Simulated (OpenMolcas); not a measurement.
## Computed transition rates of O

```json
{
 "Program": "OpenMolcas 26.06",
 "Method": "SS-RASPT2, IPEA 0.25 Eh, imaginary shift 0.1 Eh (closed shells correlated: 1s)",
 "Basis": "ANO-RCC-VQZP [5s4p3d2f1g]",
 "Scalar Hamiltonian": "DKH2, point nucleus",
 "Active space": "6 electrons in 9 orbitals (RAS2 2s 2p; RAS3 3d, at most 2 electrons)",
 "State averaging": "2S+1 = 3 even, 3 roots; 2S+1 = 1 even, 6 roots",
 "Spin-orbit coupling": "state interaction with AMFI integrals over the reference wave functions, term energies averaged over their components"
}
```

Rates come from the transition moments of the reference wave functions (E1 and E2 in the length form). At fixed line strength A goes as λ^-3 for E1 and M1 and as λ^-5 for E2, so a rate at the computed wavelength can be rescaled to the measured one. Measured vacuum wavelengths follow from level energies in NIST Handbook of Basic Atomic Spectroscopic Data. Branching counts decays inside the model space alone, at computed energies, and the table is only a selection of the E2 and M1 lines, drawn from those between levels with measured partners whose computed energy lies within a factor of 1.5 of the measured one.

```
      Upper        Lower  Type  λ computed (nm)  λ measured (nm)  A computed (s-1)  A rescaled (s-1)  Branching %
2s2 2p4 1S0  2s2 2p4 1D2    E2              561            557.9          1.19e+00          1.22e+00         94.0
2s2 2p4 1S0  2s2 2p4 3P1    M1            299.9            297.3          7.59e-02                            6.0
2s2 2p4 1D2  2s2 2p4 3P2    M1            638.2            630.2          6.94e-03                           75.3
2s2 2p4 1D2  2s2 2p4 3P1    M1            644.3            636.6          2.25e-03                           24.4
2s2 2p4 3P1  2s2 2p4 3P2    M1            67050            63190          7.49e-05          8.95e-05        100.0
2s2 2p4 3P0  2s2 2p4 3P1    M1           137000           145500          2.11e-05          1.76e-05        100.0
```

Spin-changing lines and M1 lines between different terms are not rescaled, since their strength hangs on the term gaps too.

The largest correction is for 2s2 2p4 3P0 → 2s2 2p4 3P1 (M1): 2.11e-05 × (137000 / 145500)^3 = 1.76e-05 s-1, a factor of 0.83.

The computed rate and branching of 2s2 2p4 3P1 → 2s2 2p4 3P2 give the upper level a radiative lifetime of 1.000 / 7.49e-05 s-1 = 1.34e+04 s, counting decays inside the model space alone. The rescaled rate gives about 1.1e+04 s.

No measured rate stands beside these. Rescaling mends the energy factor alone: line strengths can still be far off where a level mixes with configurations outside the active space, and weak or spin-changing lines hang on small mixing coefficients that depend on the term gaps too, so rescaling need not improve them.

Term energies are means over components that CASPT2 splits; among the terms shown or strongly mixed into the levels shown the widest spread is 38 cm-1 (2s2 2p4 1D). Active for correlation alone: 3d; no level in the range computed is led by a configuration that fills it, so any true level of that kind is missing. Measured partners are found by configuration, term and J. A level has none where our copy of the source lacks it or the pairing is in doubt (some pairs that miss far off the trend of their configuration count as doubtful). Only configurations of the active space appear.
